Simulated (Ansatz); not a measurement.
BiH3 (SMILES [BiH3]), charge 0, multiplicity 1, relaxed at each level with Ansatz (a first-principles code); harmonic frequencies from differences of analytic forces, average atomic masses, frozen cores. Elements past Kr take the def2 small-core potentials, without spin–orbit coupling.

```
level               harmonic frequencies (cm⁻¹)  ZPE (eV)  cost over r2SCAN/def2-TZVPP (rough)
------------------  ---------------------------  --------  -----------------------------------
r2SCAN/def2-TZVPP    759 776 776 1812 1822 1822     0.481                                   ×1
B3LYP/def2-TZVPP     758 770 770 1791 1799 1799     0.477                                 ×0.9
PBE0/def2-TZVPP      755 775 775 1829 1839 1839     0.484                                 ×0.8
MP2/def2-TZVPP       778 804 804 1878 1888 1888     0.498                                 ×0.9
CCSD(T)/def2-SVP     772 785 785 1788 1803 1803     0.480                                 ×0.4
CCSD(T)/def2-TZVPP   757 776 776 1798 1809 1809     0.479                                   ×5
```
